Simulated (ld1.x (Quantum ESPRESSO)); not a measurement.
## An all-electron radial function and its pseudo partner (Pr (Z = 59))

Columns: radius, all-electron u(r) and pseudo u(r) of the 5s shell (level -61.44 eV) of praseodymium in the configuration [Kr] 4d10 4f2 5s2 5p6 5d0 6s0 6p0; PBEsol, non-relativistic, TM scheme, ld1.x (Quantum ESPRESSO) 7.5.

| r (bohr) | all-electron | pseudo |
| --- | --- | --- |
| 0.168 | 0.2502 | 0.0604 |
| 0.335 | -0.0438 | 0.1305 |
| 0.503 | -0.5184 | 0.2224 |
| 0.670 | -0.2907 | 0.3458 |
| 0.838 | 0.1976 | 0.5064 |
| 1.005 | 0.6114 | 0.6877 |
| 1.172 | 0.8598 | 0.8499 |
| 1.340 | 0.9572 | 0.9430 |
| 1.508 | 0.9465 | 0.9431 |
| 1.675 | 0.8716 | 0.8715 |
| 1.842 | 0.7654 | 0.7654 |
| 2.010 | 0.6490 | 0.6490 |
| 2.178 | 0.5363 | 0.5363 |
| 2.345 | 0.4350 | 0.4350 |
| 2.512 | 0.3473 | 0.3473 |
| 2.680 | 0.2735 | 0.2735 |
| 2.848 | 0.2132 | 0.2132 |
| 3.015 | 0.1652 | 0.1652 |
| 3.182 | 0.1271 | 0.1271 |
| 3.350 | 0.0970 | 0.0970 |
| 3.518 | 0.0737 | 0.0737 |
| 3.685 | 0.0558 | 0.0558 |
| 3.852 | 0.0421 | 0.0421 |
| 4.020 | 0.0315 | 0.0315 |
| 4.188 | 0.0235 | 0.0235 |
| 4.355 | 0.0176 | 0.0176 |

(1) How many radial nodes do the two functions have?

(2) At about which radius was the pseudo-wave matched?

(3) Is the pseudo-wave norm-conserving?

Results:

(1) The all-electron 5s function has n − l − 1 = 4 (the table is too coarse to show those close to the nucleus); the pseudo-wave has 0, since the states of the same l below it are removed with the core.

(2) 1.80 bohr, where the columns begin to agree (steps of 0.17 bohr).

(3) Yes: the TM scheme keeps the norm inside the radius equal to the all-electron one, which fixes the energy derivative of the logarithmic derivative at the level.
